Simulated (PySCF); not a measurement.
B2H4O, SMILES BOB. Atoms are numbered in the order given.

```xyz
7

O      0.0000     0.0000     0.0000
B      0.0000     0.0000    -1.3342
H     -0.7412     0.7412    -1.9043
H      0.7412    -0.7412    -1.9043
B      0.0000     0.0000     1.3342
H     -0.7412    -0.7412     1.9043
H      0.7412     0.7412     1.9043
```

The structure is a stationary point at B3LYP-D3(BJ)/def2-TZVP.

Computed with PBE/pcSseg-2 run with PySCF.

GIAO shieldings, no solvent; atoms alike by connectivity are averaged. δ = σ(ref) − σ: ¹⁷O against H2O (σ = 327.5 ppm); ¹¹B against BF3 (σ = 83.1 ppm); ¹H against TMS (σ = 31.47 ppm), references at their B3LYP-D3(BJ)/def2-TZVP geometries, non-relativistic.

```json
[
 {"atoms": "O1", "nucleus": "¹⁷O", "count": "1", "δ (ppm)": "370.0"},
 {"atoms": "B2, B5", "nucleus": "¹¹B", "count": "2", "δ (ppm)": "33.0"},
 {"atoms": "H3, H4, H6, H7", "nucleus": "¹H", "count": "4", "δ (ppm)": "___"}
]
```

Task: What belongs in the gaps? (An estimate is asked for; the answer gives what the named calculation found.)

Result: 
- H3, H4, H6, H7, δ (ppm): 5.71
